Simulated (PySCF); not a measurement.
Bonds: C1-C2 1.491 Å, C2-N3 1.251 Å, C2-C4 1.536 Å, C4-C5 1.491 Å, C5-F6 1.348 Å, C5-C7 1.328 Å, C7-F8 1.324 Å, C7-F9 1.331 Å. C1 carries H10, H11, H12; N3 carries H13; C4 carries H14, H15.

Level of theory: structure optimised with GFN2-xTB, PBE0/pcSseg-1 with gauge-including orbitals, in PySCF 2.14 (a single conformation, no relativistic terms, one averaged value for each set of equivalent atoms, isolated molecule).

Shifts are taken against calculated references (same method and geometry level): $^{13}$C (σ = 186.93 ppm) against TMS.

Problem. Do the $^{13}$C shifts follow the atomic charges (in e)? Tabulate both.

Solution. 
```tsv
atoms	hybridisation	δ (ppm)	σ para (ppm)	Hirshfeld	IAO	Mulliken	ESP-fitted
C2	–	176.6	-244	+0.10	+0.20	-0.09	+0.71
C7	–	168.0	-232	+0.14	+0.50	+0.56	+0.32
C5	–	138.3	-204	+0.05	+0.19	+0.09	+0.09
C4	–	44.2	-109	-0.08	-0.32	-0.17	-0.54
C1	–	30.4	-92	-0.12	-0.45	-0.19	-0.54
```

Correlation coefficients of δ with charge over these carbons: Hirshfeld +0.98, IAO +0.95, Mulliken +0.64, ESP-fitted +0.97; with the paramagnetic shielding -1.00. With so few points these coefficients are fragile. Charge is one influence among several: hybridisation and low-lying excitations act through the paramagnetic term.

Shifts are as computed. Against solution values, carbons near 30 ppm lie about +3 ppm off and those near 130 ppm about +5 ppm. Of 1211 compounds with measured shifts, 218 miss one by over three times the rms of a fit or turn the order of signals round; such compounds aren't used in these exercises.
